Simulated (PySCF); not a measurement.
## Chromium: a sound run and one with changed settings

Sound run: Cr [Ar] 3d5 4s1, Cr⁺ [Ar] 3d5. Computed with PySCF 2.14 in cc-pVDZ-DK (6s5p3d1f, 43 functions), with scalar relativity by spin-free X2C-1e. In the sound run the correlated levels freeze [Ar]. The sound run starts from symmetry-adapted Hartree-Fock orbitals and uses a fine grid where one is needed.

Changed run: no relativity, point nucleus. This setting is unsound on purpose.

| species | method | sound run (hartree) | changed run (hartree) | converged |
| --- | --- | --- | --- | --- |
| Cr | UHF | -1049.65356 | -1040.60933 | yes |
| Cr | M06-2X | n/a | -1041.70186 | yes |
| Cr | B3LYP | -1050.79715 | -1041.75508 | yes |
| Cr | MP2 | -1049.73482 | -1040.68955 | yes |
| Cr⁺ | UHF | -1049.43261 | -1040.39282 | yes |
| Cr⁺ | M06-2X | -1050.50050 | -1041.46451 | yes |
| Cr⁺ | B3LYP | -1050.53607 | -1041.49961 | yes |
| Cr⁺ | MP2 | -1049.49807 | -1040.45782 | yes |

Ionisation energy of Cr:

| method | sound run (eV) | changed run (eV) |
| --- | --- | --- |
| UHF | 6.012 | 5.892 |
| M06-2X | n/a | 6.459 |
| B3LYP | 7.104 | 6.952 |
| MP2 | 6.442 | 6.306 |
| SCS-MP2 | 6.156 | 6.030 |

Most of the change in total energy is the relativistic energy itself. On top of that the contraction fixes the core shape for the Hamiltonian it was made with, so the changed run is not a good calculation with the other Hamiltonian either.

For comparison, NIST gives 6.767 eV between the lowest levels.
